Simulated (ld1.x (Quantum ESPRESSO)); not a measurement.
**As (Z = 33): excitation energies, all-electron against ultrasoft**

- Element: As
- Generator: ld1.x (Quantum ESPRESSO) 7.5
- Type: ultrasoft
- Functional: PBE
- Relativity: scalar-relativistic
- Frozen core: [Ar] 3d10
- Valence charge: 5
- Reference configuration: 4s2 4p2 (charge +1)
- Partial waves: 4s (bound): rcut 1.30, rcutus 1.60 bohr; 4s channel at 2.1 Ry: rcut 1.30, rcutus 1.60 bohr; 4p (bound): rcut 1.60, rcutus 2.05 bohr; 4p channel at -0.65 Ry: rcut 1.60, rcutus 2.05 bohr; 4d channel at 0.4 Ry: rcut 1.35, rcutus 1.85 bohr
- Local potential: all-electron potential smoothed inside 1.60 bohr (lloc = -1)
- Core correction: none
- Augmentation charge: PSQ, inside the norm-conserving radii

Energies are relative to the spin-unpolarised reference configuration 4s2 4p2; without spin polarisation the order of configurations can differ from experiment.

Q: Give the all-electron excitation energy and the error of the potential for: 4s2 4p3; 4s2 4p1; 4s2 4p0; 4s1 4p3; 4s1 4p0; 4s2 4p3.3; 4s0 4p5.

A:

```
valence configuration  charge  ΔE all-electron (eV)  error AE − PS (meV)
              4s2 4p3       0                -9.149                 -2.2
              4s2 4p1      +2                17.918                  -12
              4s2 4p0      +3                45.621                  -39
              4s1 4p3      +1                10.107                 +3.4
              4s1 4p0      +4                96.268                  +76
            4s2 4p3.3    -0.3               -10.383                 -3.1
              4s0 4p5       0                 9.907                  +44
```

Levels in the configuration 4s2 4p3:

```csv
level,all-electron (eV),pseudo (eV)
4s,-14.494,-14.488
4p,-5.195,-5.191
```
